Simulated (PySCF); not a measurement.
AlBH7N3O2

AlBH7N3O2 is a molecule drawn as a unit of a network glass or zeolite (built as: B3 Al, NH2 ends, O bridges), neutral, singlet. The structure, one conformer, was relaxed in the gas phase by PBE0-D3(BJ)/def2-SVP. No frequency run checks that it is a minimum.

SMILES: NB1[O][Al-]([NH2])([NH2])[OH+]1

```
atom   x (Å)   y (Å)   z (Å)
  N1   1.195   2.375   0.998
  B2   0.672   1.155   0.535
  O3   1.120  -0.090   0.727
 Al4  -0.162  -0.958  -0.194
  N5   0.213  -1.553  -1.830
  N6  -1.456  -1.750   0.739
  O7  -0.510   1.072  -0.273
  H8   2.029   2.385   1.568
  H9   0.803   3.286   0.814
 H10  -0.253  -2.329  -2.283
 H11   1.031  -1.288  -2.364
 H12  -1.588  -1.636   1.737
 H13  -2.053  -2.494   0.401
 H14  -1.049   1.810  -0.561
```

Shieldings: GIAO PBE0/pcSseg-1. Shifts are against computed references at the same level: H TMS (σ 31.27 ppm). Core levels by delta-SCF with SCAN, pcX-2 on the ionised atom and pcseg-1 elsewhere, spin-free X2C (2p3/2 is the spin-free 2p value less a third of a first-order spin-orbit splitting); from the vacuum level, for chosen atoms.

(1) Give the NMR and core-level values of the distinct atoms.

(2) Which of O3, O7 holds its core electrons tightest, and by how much against the loosest?

(3) By CAM-B3LYP/def2-SVPD (TDDFT singlets, Tamm-Dancoff triplets, ionisation by delta-SCF), where does absorption start, and what does vertical ionisation take?

Results:

(1) 
```tsv
atoms	bonded to	σ (ppm)	δ (ppm)	core level (eV)
N1	1 B + 2 H	221.8	-	1s 405.29
B2	1 N + 2 O	81.0	-	1s 197.51
O3	1 Al + 1 B	207.6	-	1s 536.88
Al4	2 N + 2 O	458.7	-	2p3/2 79.52
N5 N6	1 Al + 2 H	269.0	-	-
O7	1 Al + 1 B + 1 H	255.3	-	1s 539.63
H8	1 N	29.19	2.08	-
H9	1 N	29.64	1.62	-
H10 H13	1 N	31.80	-0.54	-
H11	1 N	31.83	-0.56	-
H12	1 N	31.82	-0.55	-
H14	1 O	28.04	3.23	-
```

Values are those of this one static structure; atoms that internal rotation interchanges would show their mean in an NMR spectrum.

(2) O7 (bonded to 1 Al + 1 B + 1 H), by 2.75 eV over O3 (bonded to 1 Al + 1 B).

(3) The lowest singlet lies at 5.47 eV (f 0.002), the strongest of the first 6 at 6.06 eV (f 0.123), the lowest triplet at 5.22 eV; vertical ionisation takes 8.73 eV.
